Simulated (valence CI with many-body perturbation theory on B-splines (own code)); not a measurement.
Values are calculated unless marked as measured or tabulated.
## Hyperfine factors and g values of Ru20+

Level of theory: relativistic CI+MBPT: six valence electrons over a frozen Dirac-Fock core [Ar], radial functions for each j: 7 s, 7 p, 8 d, 6 f, 4 g, 1 h, with the one-electron correlation potential Σ1 (screened to all orders), the two-electron term Σ2, the three-electron term Σ3, Breit, model QED; selected single and double excitations, second order for the rest, scaled by the run's own slope (own B-spline code, finite nucleus).

No measured spectrum was set against this ion. As an estimate, terms of the open shell hold to 2 to 4 % of their energy, and close levels can change places. Core correlation moves these levels by up to 10000 cm⁻¹, and in measured spectra 5 to 20 % of such shifts remained as error; rates that hang on mixing are uncertain with them. Among the levels kept, up to 880 cm⁻¹ of a level comes from second order outside the variational space, and about a tenth of that is noise between levels of different J, which matters for small intervals. Only levels of the ground parity were solved; by the run's estimate the other parity begins above the list, which can be wrong where configurations are misplaced.

A/g_I is the dipole constant over the nuclear g factor μ/I (μ in nuclear magnetons, uniformly magnetised nucleus), B/Q the quadrupole constant per barn. Both hold the static response of the core; the bare values leave it out. Large factors of s and p1/2 electrons are usually good to 5 to 10 %; those of open d and f shells near neutrality can be off by tens of per cent, and small factors of p3/2, d and f electrons come from cancelling terms and can be off by a factor of two or in sign, in half-filled shells by more. B is blank for J = 1/2, where it vanishes, and for nearly pure S terms. Energies count from the lowest level. Levels with J = 0 are left out.

Names give the largest LS component (configuration and term), which can be under half, so a name can repeat, a term be missing and a line seem to break the LS rules; names also repeat where a configuration has a term twice. Letters in brackets count levels of one name in rising energy.

```tsv
Level	E (cm⁻¹)	g	A/g_I (MHz)	A/g_I bare	B/Q (MHz/b)	B/Q bare
3d6 5D_4	0	1.464	3890	4300	10100	10400
3d6 5D_3	21665	1.479	2550	2970	2230	2290
3d6 5D_2	22763	1.469	3350	3760	-2340	-2390
3d6 5D_1	33274	1.480	2860	3280	-3410	-3490
3d6 3H_4 [a]	68758	1.052	5950	6040	5400	5530
3d6 3P_2 [a]	80108	1.442	1850	2240	-2500	-2550
3d6 3H_6	80384	1.143	6850	7010	-6250	-6400
3d6 3H_5	81515	1.103	6430	6560	2540	2610
3d6 3F_3 [a]	95906	1.002	7780	7820	4930	5040
3d6 3F_2 [a]	98316	0.759	9930	9790	-2420	-2480
3d6 3H_4 [b]	107920	1.002	6990	7040	-1190	-1210
3d6 3G_5	119640	1.125	6960	7100	-5030	-5150
3d6 3D_1	122940	1.024	5880	5940	1150	1190
3d6 3G_4	123830	1.059	7940	8030	-491	-504
3d6 3D_2	128770	1.152	6400	6560	4760	4880
3d6 3G_3	133350	0.905	8360	8330	-2330	-2390
3d6 3D_3	137300	1.262	5320	5570	-1450	-1490
3d6 1I_6	138720	1.018	7830	7890	-9880	-10100
3d6 3P_1 [a]	143750	1.012	6140	6190	1060	1080
3d6 1G_4 [a]	161840	1.015	8150	8200	3440	3550
3d6 1F_3	169620	1.019	7970	8030	-11100	-11400
3d6 1D_2 [a]	169970	1.030	7330	7400	-3710	-3810
3d6 3P_1 [b]	198620	1.475	1610	2020	-709	-732
3d6 3F_4	211100	1.210	6090	6300	-13900	-14200
3d6 3F_2 [b]	213500	0.692	11300	11100	-7200	-7370
3d6 3F_3 [b]	233380	1.068	7220	7310	-11600	-11800
3d6 3P_2 [b]	233460	1.436	4120	4500	-7990	-8190
3d6 1G_4 [b]	243740	1.030	7210	7280	-5890	-6040
3d6 1D_2 [b]	308350	0.999	8000	8040	12300	12600
```

**Question.** Take the isotope of mass number 99, with I = 5/2, μ = -0.641 μN and Q = 0.079 b. What is the hyperfine structure of 3d6 3H_4 [a]?

**Answer.** From the table A = -1530 MHz, B = 426 MHz. Shifts from the centre of gravity in MHz: F = 3/2: 19300, F = 5/2: 15400, F = 7/2: 9900, F = 9/2: 2930, F = 11/2: -5460, F = 13/2: -15200.
